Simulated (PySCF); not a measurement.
**Polarisability and C₆ of Rh²⁺ (rhodium, charge +2)**

[Kr] 4d7, high-spin 4F determinant. Computed with PySCF 2.14 in def2-QZVPPD with the def2 core potential (28 electrons) (7s5p4d4f2g, 88 functions), with a scalar-relativistic core potential. Coupled (time-dependent) response in atomic units; α is the mean over directions.

| method | mean α (bohr³) | C₆ (like pair) | S(−4) |
| --- | --- | --- | --- |
| LC-wPBE | 7.259 | 38.50 | 13.69 |

S(−4) is the Cauchy moment in α(ω) = α(0) + S(−4) ω² + …

Spin-orbit coupling is absent.

α(iu) at LC-wPBE:

| u (hartree) | α(iu) (bohr³) |
| --- | --- |
| 0 | 7.259 |
| 0.0500 | 7.225 |
| 0.100 | 7.127 |
| 0.200 | 6.776 |
| 0.300 | 6.308 |
| 0.500 | 5.326 |
| 0.750 | 4.295 |
| 1.00 | 3.506 |
| 1.50 | 2.428 |
| 2.00 | 1.756 |
| 3.00 | 1.016 |
| 5.00 | 0.4491 |

A single London oscillator, α(iu) = α/(1 + u²/ω²), gives C₆ = (3/4) ω α². Matching the computed C₆ needs ω = 4 × 38.50 / (3 × 7.259²) = 0.974 hartree.

For an ion, C₆ is the dispersion term alone; charge-induced terms of lower order in 1/R come first.

Energies and moments cover only the electrons outside the core potential.
